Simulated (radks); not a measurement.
Initial-state core-level shifts of neutral indium when its valence configuration changes from [Kr] 4d10 5s2 5p1. Method: Dirac Kohn-Sham, BLYP, spin-unpolarised, spherical densities, finite nucleus; open shells fill j = l - 1/2 first; Fermi nuclear charge, rms radius 4.6156 fm; computed with a radial shooting solver on a logarithmic mesh with Libxc functionals. Shifts are changes of the shell-averaged eigenvalues in eV (positive: less bound); the change of the density at the nucleus, which sets a Mossbauer isomer shift, is in e/bohr^3, on a base of 1.748e+05.

valence,2s,2p,3s,3d,density at nucleus
4d9 5s2 5p2,-7.342,-7.317,-7.162,-7.205,+17.20
4d10 5s1 5p2,-1.488,-1.486,-1.506,-1.502,-27.68
4d8 5s2 5p3,-15.193,-15.140,-14.754,-14.855,+35.34
4d8 5s1.5 5p3.5,-15.919,-15.864,-15.487,-15.586,+16.17
4d10 5p3,-3.042,-3.040,-3.080,-3.072,-58.86
4d10 5s1.5 5p1.5,-0.766,-0.765,-0.775,-0.773,-13.42
4d9 5s1.5 5p2.5,-8.130,-8.104,-7.957,-7.999,+0.90
4d9.5 5s2 5p1.5,-3.641,-3.629,-3.560,-3.580,+8.49
4d9 5s0.5 5p3.5,-9.616,-9.588,-9.460,-9.499,-34.17
